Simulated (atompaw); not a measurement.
## u(r) = r·R(r): atom against pseudo-atom (gadolinium (Gd))

Columns: radius, all-electron u(r) and pseudo u(r) of the 4f shell (level -11.71 eV) of gadolinium in the configuration [Kr] 4d10 4f7 5s2 5p6 5d1 6s1.5 6p0; PBE, scalar-relativistic, PAW (atompaw) scheme, atompaw 4.2.0.5.

| r (bohr) | all-electron | pseudo |
| --- | --- | --- |
| 0.096 | 0.0686 | 0.0035 |
| 0.192 | 0.3581 | 0.0498 |
| 0.288 | 0.6924 | 0.2027 |
| 0.385 | 0.9345 | 0.4733 |
| 0.481 | 1.0561 | 0.7717 |
| 0.577 | 1.0845 | 0.9806 |
| 0.673 | 1.0541 | 1.0411 |
| 0.769 | 0.9922 | 0.9936 |
| 0.865 | 0.9160 | 0.9160 |
| 0.962 | 0.8350 | 0.8350 |
| 1.058 | 0.7566 | 0.7566 |
| 1.154 | 0.6827 | 0.6827 |
| 1.250 | 0.6142 | 0.6142 |
| 1.346 | 0.5517 | 0.5517 |
| 1.442 | 0.4950 | 0.4950 |
| 1.538 | 0.4439 | 0.4439 |
| 1.635 | 0.3976 | 0.3976 |
| 1.731 | 0.3565 | 0.3565 |
| 1.827 | 0.3198 | 0.3198 |
| 1.923 | 0.2870 | 0.2870 |
| 2.019 | 0.2578 | 0.2578 |
| 2.115 | 0.2317 | 0.2317 |
| 2.212 | 0.2083 | 0.2083 |
| 2.308 | 0.1875 | 0.1875 |
| 2.404 | 0.1690 | 0.1690 |
| 2.500 | 0.1525 | 0.1525 |

Question: How many radial nodes do the two functions have?

Answer: The all-electron 4f function has n − l − 1 = 0; the pseudo-wave has 0.

Question: At about which radius was the pseudo-wave matched?

Answer: 0.85 bohr, where the columns begin to agree (steps of 0.10 bohr).

Question: Is the pseudo-wave norm-conserving?

Answer: No, it belongs to a PAW set: the norm inside the radius is not constrained, and the difference is carried by the augmentation charge.
